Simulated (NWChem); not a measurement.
Species: CH₅AlFN; SMILES [Al]([CH3])([F])[NH2]

Computed with NWChem. All runs use the structure optimised with PBE0/def2-SVP. One conformer.

Diagonal of the polarisability tensor at PBE/def2-SVPD, static: 46.67, 56.22, 43.41 bohr³.

Q: Find the mean polarisability volume, the molar refraction, and the refractive index that an ideal gas of it would have at 273.15 K and 1 atm.

A: 
1. Mean: one third of the trace = 48.76 bohr³ × 0.14818 Å³/bohr³ = 7.23 Å³.
2. Molar refraction (Lorentz-Lorenz): (4π/3) N_A α = 18.2 cm³/mol.
3. Number density p/kT = 2.687 × 10⁻⁵ Å⁻³; n − 1 = 2π N α = 12.20 × 10⁻⁴.
4. These hold the electronic response alone: vibrational and orientational terms add to the static dielectric constant.
